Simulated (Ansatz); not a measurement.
A nudged elastic band was laid between two geometries of C$_{3}$H$_{3}$BFNO (10 atoms, charge 0, multiplicity 1).

These are results of RKS r2SCAN/def2-SVP (Ansatz 0.2.0), not measurements.

```
movable images  : 5
climbing image  : yes
spring          : 5.0 eV/Å²
optimiser       : quadratic models (default)
start path      : through a guess of the saddle point
force threshold : 0.03 eV/Å
iteration limit : 60
end points      : relaxed
```

First end point:

```xyz
10
Properties=species:S:1:pos:R:3
B -0.868 0.954 -0.979
C -0.163 -0.119 1.127
N -0.444 -0.246 2.287
C 0.005 -0.038 -0.210
C 1.023 -0.889 -0.846
F 1.668 -1.659 0.080
O 1.315 -0.961 -1.995
H -1.670 1.628 -0.381
H -0.733 1.043 -2.172
H -0.050 0.235 3.091
```

Last end point:

```xyz
10
Properties=species:S:1:pos:R:3
B -0.873 0.949 -0.979
C -0.005 0.044 1.145
N -0.012 0.199 2.334
C 0.063 0.021 -0.204
C 1.015 -0.898 -0.847
F 1.705 -1.623 0.083
O 1.219 -1.059 -2.006
H -1.635 1.662 -0.375
H -0.828 0.944 -2.182
H -0.565 -0.289 3.034
```

**Question.** What changes between the two ends?

**Answer.** No bond is made or broken.  The two ends are copies of one structure, up to a mirror image or an exchange of like atoms.

**Question.** Give the energies along the band, and the barrier.

**Answer.** The forces met the threshold. The highest image is number 4 of 0 to 6, 0.138 eV above the ends, which have the same energy within 2 meV. A vibrational analysis at the climbing image gives one clearly imaginary mode, 490i cm⁻¹: a first-order saddle point.

```csv
image,path coordinate (Å),energy (eV)
0,0.00,0.000
1,0.16,0.009
2,0.32,0.049
3,0.47,0.109
4,0.63,0.138
5,0.92,0.054
6,1.22,0.000
```

**Question.** What is the geometry of the highest image?

**Answer.** 
```xyz
10
Properties=species:S:1:pos:R:3:forces:R:3
B -0.807 0.957 -1.043 0.00 -0.01 0.00
C -0.093 0.002 1.114 0.01 -0.02 0.00
N -0.246 0.054 2.277 -0.02 0.03 -0.01
C 0.042 -0.014 -0.242 -0.01 0.01 -0.01
C 0.986 -0.966 -0.831 0.00 0.00 0.00
F 1.610 -1.702 0.148 0.00 0.00 0.00
O 1.250 -1.155 -1.974 0.00 0.01 0.00
H -1.561 1.708 -0.472 0.00 0.00 0.00
H -0.709 0.959 -2.243 0.00 0.00 0.00
H -0.389 0.106 3.267 0.01 -0.01 0.02
```

**Question.** What are the harmonic wavenumbers there?

**Answer.** 490i, 83, 144, 217, 233, 402, 424, 442, 526, 596, 630, 749, 751, 811, 976, 1032, 1182, 1324, 1338, 1918, 2284, 2576, 2681, 3863 cm⁻¹.

Run time: 11 min on 2 threads of Arm Neoverse V1 (shared host), peak memory 0.17 GiB.
